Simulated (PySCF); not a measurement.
Zn(Me)(OH) cation (CH₄OZn), SMILES [CH3][Zn][OH] (connectivity only; charge and spin as stated), charge +1, multiplicity 2. Atoms are numbered in the order given.

```xyz
7

Zn     0.0164     0.0326     0.1453
C     -0.2219     1.5415    -1.1748
H     -0.9936     2.1021    -0.6425
H     -0.5245     1.0792    -2.1103
H      0.7951     1.9389    -1.1433
O      0.2571    -1.6367     0.7295
H     -0.4943    -2.2525     0.7511
```
Charge +1, spin multiplicity 2.

Geometry: r2SCAN-D4/def2-TZVP. The multiplicity is an assumed one; other spin states were not compared. The isomer is the one that the SMILES or the coordinates give; other isomers of the formula were not compared. Other conformers were not sampled.

Method: PySCF with PBE0/def2-TZVPD.

Mulliken values depend strongly on the basis, most of all with diffuse functions as here. Atomic charges (e):

| atom | Mulliken | meta-Löwdin | Mulliken spin |
|---|---|---|---|
| Zn1 | 0.59 | 1.32 | 0.09 |
| C2 | -0.14 | -0.51 | 0.44 |
| H3 | 0.16 | 0.19 | 0.03 |
| H4 | 0.21 | 0.19 | -0.01 |
| H5 | 0.15 | 0.19 | 0.03 |
| O6 | -0.32 | -0.76 | 0.44 |
| H7 | 0.36 | 0.39 | -0.02 |
